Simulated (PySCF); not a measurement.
SnF3, SMILES [F][Sn]([F])[F], multiplicity 2. Atoms are numbered in the order given.

```xyz
4

Sn     0.0000     0.0000     0.2657
F      1.5691     0.9059    -0.4921
F      0.0000    -1.8119    -0.4921
F     -1.5691     0.9059    -0.4921
```
Charge 0, spin multiplicity 2.

The structure is a stationary point at PBE-D3(BJ)/def2-SVP. The spin state was assumed, not searched. The isomer is the one that the SMILES or the coordinates give; other isomers of the formula were not compared. The def2 effective core potentials stand for the cores of Sn; spin–orbit coupling is left out.

Method: PySCF with PBE-D3(BJ)/def2-SVP.

Frequencies are harmonic and unscaled.

Modes within 1.5 cm⁻¹ of each other (mostly degenerate sets) share a row, with their intensities summed.

Computed vibrational spectrum:
```csv
mode,ν (cm⁻¹),IR (km/mol),moving atoms (share of kinetic energy)
1–2,137,17.6,"F 91 %, Sn 9 %"
3,161,23.6,"F 75 %, Sn 25 %"
4,565,13.3,F 93 %
5–6,592,100.7,"F 82 %, Sn 18 %"
```
